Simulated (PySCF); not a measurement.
C₂H₅Cl₂GeN, SMILES [GeH]([Cl])([Cl])/[N]=C/C.

Geometry optimised at TPSSh-D3(BJ)/def2-SVP. The structure was generated by enumeration; whether it is a known compound was not checked. The values are those of a single conformer.

Method: PBE/def2-TZVP (PySCF).

Isolated molecule, no solvent.

Task: Estimate the frontier levels, gap, dipole moment and polarisability. (The exact figures need the calculation; the answer reports its results.)

Result: 
```json
{
  "highest_occupied_level": "-6.34 eV",
  "lowest_empty_level": "-2.24 eV",
  "orbital_gap": "4.10 eV",
  "dipole_moment": "0.813 e·Å",
  "quadrupole, principal values (traceless, Buckingham form, about the centre of nuclear charge)": "-6.32, -2.86, 9.18 D·Å",
  "mean_static_polarisability": "90.1 bohr³ (13.35 Å³)",
  "polarisability_principal_values": "72.1, 83.2, 114.9 bohr³"
}
```
